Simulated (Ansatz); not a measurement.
`[OH][Al]([O][SiH3])[O][SiH3]` + `O[SiH2][SiH2]O` → `O[SiH2][SiH2]O[SiH3]` + `[OH][Al]([OH])[O][SiH3]`  (ligand exchange at the Si–O bond)

Program: Ansatz. Geometries: PBE0-D4/def2-TZVP. ΔE: electronic, gas phase. CBS: MP2 limit from def2 TZ/QZ plus the TZ coupled-cluster correction, frozen cores. This one scheme is used for every species. One conformer a species, not always the lowest.

```csv
species,HF/CBS(def2) energy (Eh)
`[OH][Al]([O][SiH3])[O][SiH3]`,-1048.91630
`O[SiH2][SiH2]O`,-731.29242
`O[SiH2][SiH2]O[SiH3]`,-1021.45829
`[OH][Al]([OH])[O][SiH3]`,-758.74659
```

**Question.** Work out ΔE.

**Answer.** ΔE = (-1021.45829) + (-758.74659) − (-1048.91630) − (-731.29242) = 0.00384 Eh = +10.1 kJ/mol. CCSD(T)/CBS gives +4.9 kJ/mol.

Largest T1 diagnostic among the species: 0.012.

In def2-TZVPP, CCSD(T) changes the Hartree–Fock value by −5.0 kJ/mol (the triples alone add −0.9 kJ/mol) and MP2 by −5.2 kJ/mol. The D4 term adds −4.2 kJ/mol with B3LYP and −2.5 kJ/mol with PBE0; it sums over pairs of atoms, weighted by their polarisabilities, and B3LYP, whose exchange is more repulsive, gets the larger term.

B3LYP here is the variant with VWN-RPA as its local correlation; programs differ in this.
